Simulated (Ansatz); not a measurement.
Born–Oppenheimer molecular dynamics of C3H9BSSi (15 atoms, charge 0, multiplicity 1). It starts from a relaxed structure.

Computed with RKS B3LYP-D4/6-31G (Ansatz).

| Item | Value |
| --- | --- |
| ensemble | NVE (velocity Verlet) |
| time step | 0.5 fs |
| steps asked | 150 |
| starting velocities drawn for | 50 K |
| seed | 32879 |

First frame:

```xyz
15
Properties=species:S:1:pos:R:3
C -0.668 -1.166 2.128
B -0.332 -0.322 0.849
C 0.999 -0.480 0.011
Si 0.740 0.348 -1.698
C -0.662 1.607 -1.284
S -1.542 0.954 0.286
H 0.149 -1.085 2.861
H -0.730 -2.232 1.861
H -1.603 -0.888 2.626
H 1.311 -1.530 -0.061
H 1.808 0.044 0.546
H 0.250 -0.636 -2.725
H 1.956 1.047 -2.245
H -0.280 2.606 -1.061
H -1.419 1.684 -2.065
```

Question: How far do the bonds stretch over the last three quarters of this one trajectory? (Pairs bonded in most of those frames.)

Answer: 
```tsv
bond	mean (Å)	spread (Å)	shortest	longest
C1–B2	1.569	0.008	1.55	1.58
C1–H7	1.098	0.006	1.09	1.11
C1–H8	1.102	0.003	1.10	1.11
C1–H9	1.095	0.010	1.08	1.11
B2–C3	1.580	0.014	1.56	1.61
B2–S6	1.846	0.007	1.84	1.86
C3–Si4	1.919	0.020	1.89	1.95
C3–H10	1.098	0.003	1.09	1.10
C3–H11	1.102	0.010	1.09	1.12
Si4–C5	1.931	0.014	1.90	1.95
Si4–H12	1.504	0.005	1.50	1.51
Si4–H13	1.506	0.012	1.49	1.52
C5–S6	1.914	0.016	1.89	1.94
C5–H14	1.092	0.005	1.08	1.10
C5–H15	1.091	0.003	1.09	1.10
```

Mean temperature of the second half: 24 K. The conserved energy stayed within 0.019 meV per atom of its start (net change 0.012 meV per atom), so the integration is sound. The temperature averaged 0.49 of the 50 K drawn at the start: a run that starts near a minimum puts about half its kinetic energy into the potential. A run of 0.075 ps of so small a system gives no equilibrium averages. Limits of this set-up: no polarisation functions.

Run time: 7.1 min on 1 thread of Intel(R) Xeon(R) 6975P-C (Granite Rapids) (shared host), peak memory 0.19 GiB.
